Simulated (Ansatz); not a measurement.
Reaction (ligand exchange at the Si–N bond): `[SiH3][N]([SiH3])[AlH][Cl]` + `ClB[SeH]` → `[SiH3][Se]BCl` + `[SiH3][NH][AlH][Cl]`

Calculated with Ansatz (gas phase, PBE0-D4/def2-TZVP geometries, no zero-point term in ΔE). CCSD(T)/CBS is the MP2 limit (def2-TZVPP, def2-QZVPP) plus CCSD(T) − MP2 in def2-TZVPP, frozen cores. DFT in def2-TZVPP. B3LYP here is the variant with VWN-RPA as its local correlation; programs differ in this. For Se outer-core shells are correlated without core-valence functions, which leaves a few kJ/mol of doubt a bond. Scalar relativity is left out up to krypton. Each species was taken in one conformer, which may not be the lowest.

| level | ΔE (kJ/mol) |
| --- | --- |
| r2SCAN-D4 | -3.8 |
| B3LYP-D4 | -1.0 |
| B2PLYP | -4.1 |
| PBE | -12.7 |
| PBE0 | -10.5 |
| HF/def2-QZVPP | -1.6 |
| MP2/def2-QZVPP | -2.7 |
| HF/CBS(def2) | -1.4 |

**Question.** What does CCSD(T)/CBS give? (Best estimate.)

**Answer.** Computed: -2.1 kJ/mol. The listed levels differ from it by -1.7, 1.1, -2.0, -10.6, -8.4, 0.5, -0.6, 0.7 kJ/mol.

Largest T1 diagnostic among the species: 0.012.

The D4 term adds +6.7 kJ/mol with B3LYP and +3.7 kJ/mol with PBE0; it sums over pairs of atoms, weighted by their polarisabilities, and B3LYP, whose exchange is more repulsive, gets the larger term.
